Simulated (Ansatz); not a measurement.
A run for Ansatz (a quantum-chemistry and plane-wave program): R-PBE0/def2-TZVPP on CdH+, 2S+1 = 1, a spin state set in the input, which need not be the lowest, a point of a bond scan (R = 1.669 Å). Charge +1. Elements past Kr take the def2 small-core potentials; no spin–orbit coupling.

Ansatz 0.2 input:
```yaml
crystal:
  periodic: [false, false, false]
  atoms:
    - {symbol: Cd, position_ang: [0.00000000, 0.00000000, 0.00000000]}
    - {symbol: H, position_ang: [0.00000000, 0.00000000, 1.66940300]}
basis:
  gaussian:
    orbitals: def2-TZVPP
    pivot_positions_ang: [[0.00000000, 0.00000000, 0.00000000], [0.00000000, 0.00000000, 1.66940300]]
hamiltonian:
  xc: {name: PBE0}
total_charge: 1
output: {forces: true, orbitals: {seedname: ./end}}
```

The head of its log:

```
WARN ansatz: RAYON_NUM_THREADS=2 ignored (pool sized by the plan → 2); use --threads N
Functional definition: PBE0
integrals: 0.01 GiB planned
468 factors; their error is unknown
mean field: 0.17 GiB planned
mean field evaluation 1: about -4570.1580 eV, gradient 2.9e1 eV
mean field evaluation 2: about -4567.5700 eV, gradient 4.4e1 eV
```

Problem. What total energy does the run end on?

Solution. -168.0270 hartree.
